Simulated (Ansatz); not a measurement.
`[Br][Al]1[NH][SiH2]1` and `[F][Al]1[NH][SiH2]1` differ in one atom or group.

Ansatz, PBE0-D4/def2-TZVP geometries, multiplicity 1. 

Scalar relativity is left out up to krypton.

```
                                          property  `[Br][Al]1[NH][SiH2]1`
              HOMO–LUMO gap (PBE0/def2-TZVPP) / eV                    5.24
size of the dipole moment (ωB97M-V/def2-TZVPP) / D                    0.77
               HOMO–LUMO gap (PBE/def2-TZVPP) / eV                    3.46
                HOMO energy (PBE0/def2-TZVPP) / eV                   -6.84
                LUMO energy (PBE0/def2-TZVPP) / eV                   -1.60
               LUMO energy (B3LYP/def2-TZVPP) / eV                   -1.79
```

Q: Give the same properties after the change, and the shifts. (Estimate.)

A: Ansatz gave: 
| property | `[F][Al]1[NH][SiH2]1` | shift |
| --- | --- | --- |
| HOMO–LUMO gap (PBE0/def2-TZVPP) / eV | 5.37 | 0.13 |
| size of the dipole moment (ωB97M-V/def2-TZVPP) / D | 0.95 | 0.18 |
| HOMO–LUMO gap (PBE/def2-TZVPP) / eV | 3.54 | 0.08 |
| HOMO energy (PBE0/def2-TZVPP) / eV | -6.92 | -0.08 |
| LUMO energy (PBE0/def2-TZVPP) / eV | -1.56 | 0.04 |
| LUMO energy (B3LYP/def2-TZVPP) / eV | -1.79 | 0.00 |

Dipoles are sizes alone; their direction can turn.

B3LYP here is the variant with VWN-RPA as its local correlation; programs differ in this.

Spin–orbit coupling is left out; it splits and shifts lone-pair levels of the heavy atoms by tenths of an eV.
